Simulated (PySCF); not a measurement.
C₂H₁₄Si₄, SMILES [SiH3]C(C([SiH3])[SiH3])[SiH3].

Coordinates come from a ωB97X-D3(BJ)/def2-SVP optimisation. The values are those of a single conformer.

The numbers are results of PBE/def2-TZVP (PySCF), not measurements.

The molecule is in vacuum.

The total energy is -1241.89973 hartree and the point group comes out as C2. The highest occupied level is -6.89 eV and the lowest empty level is -1.00 eV. The orbital gap is 5.89 eV and the dipole moment is 0.74 D. The quadrupole, principal values (traceless, Buckingham form, about the centre of nuclear charge) is -2.50, 1.20, 1.29 D·Å.
